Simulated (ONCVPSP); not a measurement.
# nickel (Ni), ONCV: configuration errors across variants

Ni, optimised norm-conserving Vanderbilt (ONCV), made with ONCVPSP 4.0.1 (PBE, non-relativistic). Core [Ne], reference 3s2 3p6 3d8 4s2. Waves: 3s+4s: rc 1.30 bohr, ncon 4, nbas 7, qcut 8.2 1/bohr, 3 projectors, debl 2.3 Ha; 3p: rc 0.90 bohr, ncon 3, nbas 6, qcut 14 1/bohr, 2 projectors, debl 0.8 Ha; 3d: rc 0.75 bohr, ncon 5, nbas 10, qcut 12.2 1/bohr, 2 projectors, debl 1.4 Ha. Local part: polynomial inside 0.50 bohr (lpopt 5, dvloc0 1 Ha). Core correction: Teter function, fcfact 4, rcfact 1.55.

In the p channel the program set the typed energies aside and used -2.599, 0.250 Ha.

All-electron excitation energies from the reference (eV): (1) 3s2 3p6 3d8 4s1 9.151; (2) 3s2 3p6 3d8 4s0 26.222; (3) 3s2 3p6 3d7 4s0 63.939; (4) 3s2 3p6 3d8 4s0 4p2 9.146.

Errors AE − PS in meV (a dash: test not solved or not reliable):

```tsv
change	(1)	(2)	(3)	(4)	bound ghosts	GHOST(+) flags above zero
base	+0.3	+1.6	-2.4	+0.1	none	s, d
core correction Teter function, fcfact 4.5, rcfact 1.6	+0.3	+1.5	-2.4	+0.1	none	s, d
local potential polynomial inside 0.50 bohr (lpopt 5, dvloc0 4.5 Ha)	+0.3	+1.6	-2.4	+0.1	none	s, d
d: nbas 9	+0.3	+1.6	-2.5	+0.1	none	s, d
s: qcut 8; p: qcut 13.6; d: qcut 11.8	+0.3	+1.5	-2.4	+0.1	none	s, d
```

(1) Give the same row for: s: ncon 3, nbas 6.

Results:

(1) +0.4, +1.8, -2.4, +0.2; bound ghosts: none; GHOST(+) flags above zero: s, d.
